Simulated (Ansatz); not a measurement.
C₂H₇FOSi₂ (`C=C[SiH2]O[SiH2]F`). The species carries charge 0 and has multiplicity 1. The structure was optimised at the PBE0-D4/def2-TZVP level. It is one conformer, not always the lowest.

```xyz
13

C     0.377    0.750   -2.168
C     1.313    0.822   -1.226
Si    1.098    0.109    0.468
O    -0.398   -0.567    0.554
Si   -1.698   -0.903    1.451
F    -1.385   -2.138    2.409
H     0.519    1.172   -3.158
H    -0.575    0.260   -1.985
H     2.252    1.322   -1.462
H     2.119   -0.936    0.737
H     1.222    1.167    1.507
H    -2.045    0.244    2.320
H    -2.800   -1.303    0.552
```

(1) What is the dipole moment at ωB97M-V/def2-TZVPP? (An estimate is asked.)

(2) And with PBE, r2SCAN, B3LYP? (Estimate.)

(3) Give the Mulliken charges with ωB97M-V, r2SCAN, PBE in def2-TZVPP. (Best estimate.)

## Answers

(1) Ansatz gave: 1.87 D, with components (0.10, 1.35, -1.28) D in this frame, pointing from negative to positive charge.

(2) Ansatz gave: PBE 1.81 D, r2SCAN 1.85 D, B3LYP 1.87 D.

(3) Computed: 
```
atom  ωB97M-V  r2SCAN    PBE
  C1    -0.20   -0.15  -0.19
  C2    -0.22   -0.20  -0.15
 Si3     0.42    0.51   0.39
  O4    -0.38   -0.40  -0.29
 Si5     0.56    0.67   0.55
  F6    -0.31   -0.32  -0.28
  H7     0.11    0.08   0.10
  H8     0.10    0.08   0.09
  H9     0.09    0.07   0.08
 H10    -0.04   -0.08  -0.07
 H11    -0.04   -0.08  -0.07
 H12    -0.05   -0.09  -0.08
 H13    -0.05   -0.09  -0.08
```

B3LYP here is the variant with VWN-RPA as its local correlation; programs differ in this.
